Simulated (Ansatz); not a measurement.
BH2O2 (SMILES O[B]O) moved off its minimum; all values from Ansatz (a program for electronic structure), cores frozen in correlated methods. Open shells are unrestricted.
(charge 0, multiplicity 2)
```xyz
5

O      1.20572     0.06754    -0.42376
B     -0.06488    -0.57452    -0.16052
O     -1.18451     0.03499     0.43386
H      1.46098     0.81500    -0.10261
H     -1.15837     0.80340     0.74057
```

**Question.** Give the forces (eV/Å), the total energy and the dipole at CCSD(T)/cc-pVTZ.

**Answer.** 
```tsv
atom	Fx	Fy	Fz
O1	-4.605	-9.174	-2.887
B2	1.043	3.090	0.457
O3	0.939	-11.774	-4.916
H4	1.897	7.351	3.333
H5	0.726	10.508	4.013
```
Energy -176.2204 hartree, dipole 2.76 D.
